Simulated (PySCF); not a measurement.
**A small calculation by hand: entropy of an ideal gas**

Mo(O)(NH)(OH)2 (H3MoNO3), SMILES [NH]=[Mo](=[O])([OH])[OH], multiplicity 1.

Coordinates come from a r2SCAN-D4/def2-SVP optimisation. The spin state was assumed, not searched. The structure was generated by enumeration; whether it is a known compound was not checked. The def2 effective core potentials stand for the cores of Mo; spin–orbit coupling is left out. The values are those of a single conformer.

r2SCAN-D4/def2-SVP in PySCF gives the harmonic wavenumbers 206, 231, 237, 263, 272, 290, 345, 516, 596, 638, 665, 724, 776, 988, 1028, 3569, 3854, 3858 cm⁻¹ and the rotational temperatures 0.1782, 0.1628, 0.1536 K. The molar mass is 160.98 g/mol, the symmetry number 1, the spin multiplicity 1.

Task: Work out the entropy at 298.15 K and 1 atm in the rigid-rotor, harmonic-oscillator model.

Result: 
Translation (Sackur–Tetrode at 1 atm): S = R[1.5 ln M + 2.5 ln T − 1.16487] = 172.1 J/(mol K).
Rotation: q = (√π/σ) T^1.5/√(θA θB θC) = 137000, S = R[ln q + 3/2] = 110.8 J/(mol K).
Vibration: with u = 1.4388 ν/T, each mode gives R[u/(e^u − 1) − ln(1 − e^−u)]:
```json
[
 {"ν (cm⁻¹)": "206", "modes": "1", "u": "0.99", "S (J/(mol K))": "8.70"},
 {"ν (cm⁻¹)": "231", "modes": "1", "u": "1.11", "S (J/(mol K))": "7.83"},
 {"ν (cm⁻¹)": "237", "modes": "1", "u": "1.14", "S (J/(mol K))": "7.64"},
 {"ν (cm⁻¹)": "263", "modes": "1", "u": "1.27", "S (J/(mol K))": "6.87"},
 {"ν (cm⁻¹)": "272", "modes": "1", "u": "1.31", "S (J/(mol K))": "6.63"},
 {"ν (cm⁻¹)": "290", "modes": "1", "u": "1.40", "S (J/(mol K))": "6.17"},
 {"ν (cm⁻¹)": "345", "modes": "1", "u": "1.66", "S (J/(mol K))": "4.97"},
 {"ν (cm⁻¹)": "516", "modes": "1", "u": "2.49", "S (J/(mol K))": "2.59"},
 {"ν (cm⁻¹)": "596", "modes": "1", "u": "2.88", "S (J/(mol K))": "1.91"},
 {"ν (cm⁻¹)": "638", "modes": "1", "u": "3.08", "S (J/(mol K))": "1.63"},
 {"ν (cm⁻¹)": "665", "modes": "1", "u": "3.21", "S (J/(mol K))": "1.47"},
 {"ν (cm⁻¹)": "724", "modes": "1", "u": "3.49", "S (J/(mol K))": "1.17"},
 {"ν (cm⁻¹)": "776", "modes": "1", "u": "3.74", "S (J/(mol K))": "0.95"},
 {"ν (cm⁻¹)": "988", "modes": "1", "u": "4.77", "S (J/(mol K))": "0.41"},
 {"ν (cm⁻¹)": "1028", "modes": "1", "u": "4.96", "S (J/(mol K))": "0.35"}
]
```
The stiffer modes add less than 0.005 each. Sum 59.3 J/(mol K).
Spin: R ln 1 = 0.0 J/(mol K).
Total 342.2 J/(mol K); the program's own thermochemistry gives 342.2. Translation makes up 50 % and vibration 17 %. Anharmonicity, hindered rotation and orbital degeneracy are left out.
